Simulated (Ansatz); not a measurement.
A nudged elastic band was laid between two geometries of Al₂H₆N₂S (11 atoms, charge 0, multiplicity 1).

These are results of RKS B3LYP/STO-3G in Ansatz, not measurements.

| Property | Result |
| --- | --- |
| movable images | 7 |
| climbing image | yes |
| spring | 5.0 eV/Å² |
| optimiser | quadratic models (default) |
| start path | through a guess of the saddle point |
| force threshold | 0.05 eV/Å |
| iteration limit | 60 |
| end points | relaxed |

Image 0:

```xyz
11
Properties=species:S:1:pos:R:3
N 1.848 0.625 0.174
Al 0.536 -0.359 0.739
S 0.849 -1.574 2.445
N -0.990 -0.299 -0.140
Al -1.431 0.618 -1.558
H 2.793 0.674 0.595
H 1.815 1.246 -0.655
H -0.416 -2.068 2.435
H -1.744 -0.907 0.251
H -0.375 1.498 -2.156
H -2.819 0.489 -2.110
```

Image 8:

```xyz
11
Properties=species:S:1:pos:R:3
N 1.642 0.425 0.327
Al 0.217 -0.481 0.727
S 0.222 -1.791 2.391
N -1.213 -0.275 -0.281
Al -1.458 0.711 -1.699
H 2.551 0.387 0.823
H 1.720 1.086 -0.468
H 1.510 -1.511 2.720
H -2.038 -0.836 0.025
H -0.292 1.527 -2.170
H -2.796 0.703 -2.376
```

**Question.** What changes between the two ends?

**Answer.** No bond is made or broken. The dihedral N1–Al2–S3–H8 goes from 179 to 0°.

**Question.** Give the energies along the band, and the barrier.

**Answer.** The forces met the threshold. The highest image is number 4 of 0 to 8, 0.159 eV above the ends, which have the same energy within 2 meV. A vibrational analysis at the climbing image gives one clearly imaginary mode, 225i cm⁻¹: a first-order saddle point. Limits of this set-up: minimal basis.

| image | path coordinate (Å) | energy (eV) | dihedral N1–Al2–S3–H8 (°) |
| --- | --- | --- | --- |
| 0 | 0.00 | 0.000 | 179 |
| 1 | 0.44 | 0.016 | -164 |
| 2 | 0.88 | 0.072 | -140 |
| 3 | 1.32 | 0.133 | -116 |
| 4 | 1.76 | 0.159 | -90 |
| 5 | 2.20 | 0.133 | -65 |
| 6 | 2.64 | 0.071 | -40 |
| 7 | 3.08 | 0.016 | -16 |
| 8 | 3.53 | -0.001 | 0 |

**Question.** What is the geometry of the highest image?

**Answer.** 
```xyz
11
Properties=species:S:1:pos:R:3
N 1.693 0.598 0.287
Al 0.309 -0.268 0.863
S 0.388 -1.310 2.723
N -1.131 -0.192 -0.145
Al -1.402 0.611 -1.673
H 2.609 0.670 0.768
H 1.733 1.138 -0.598
H 0.810 -2.465 2.144
H -1.951 -0.713 0.239
H -0.247 1.367 -2.258
H -2.746 0.508 -2.329
```

**Question.** What are the harmonic wavenumbers there?

**Answer.** 225i, 75, 111, 177, 182, 260, 266, 349, 442, 516, 633, 660, 700, 786, 821, 830, 952, 978, 1059, 1281, 1799, 2476, 2523, 2933, 3648, 3668, 3847 cm⁻¹.

The band took 23 iterations and roughly 7 core-minutes.

The run took 7.3 min on 1 thread of Intel(R) Xeon(R) Processor @ 2.70GHz, on a shared host, peak memory 0.13 GiB.
